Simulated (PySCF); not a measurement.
**Ni⁺ (nickel, charge +1) across methods**

[Ar] 3d8 4p1, one real determinant (an excited configuration). Computed with PySCF 2.14 in STO-3G, with the non-relativistic Hamiltonian (point nucleus).

```csv
method,E (hartree),mean ε 4p α (eV),mean ε 3d α (eV),mean ε 3d β (eV),Σ⟨r²⟩ (bohr²),⟨S²⟩
M06,-1490.308,-6.676,3.588,6.774,21.31,3.750
r2SCAN,-1490.444,-6.508,6.449,8.806,21.34,3.750
LDA,-1487.481,-6.368,7.403,9.866,21.44,3.750
UHF,-1489.34354,-8.843,-6.144,-2.831,21.20,3.750
PBE0,-1490.199,-7.154,3.695,6.205,21.34,3.750
wB97M-V,-1490.469,-8.475,1.405,3.710,21.34,3.750
revPBE,-1490.238,-6.436,7.467,9.733,21.41,3.750
PBE,-1490.050,-6.457,7.448,9.730,21.42,3.750
```

(1) Estimate the same row for HSE06.

⟨L²⟩ = 14.00 against 20 for a pure G term, so this real determinant mixes terms.

The highest occupied level is positive at M06, r2SCAN, HSE06, LDA, PBE0, wB97M-V, revPBE, PBE: only the finite basis holds that electron, which in a density functional comes from self-interaction.

## Answers

(1) E (hartree) = -1490.214; mean ε 4p α (eV) = -6.767; mean ε 3d α (eV) = 4.176; mean ε 3d β (eV) = 6.680; Σ⟨r²⟩ (bohr²) = 21.34; ⟨S²⟩ = 3.750.
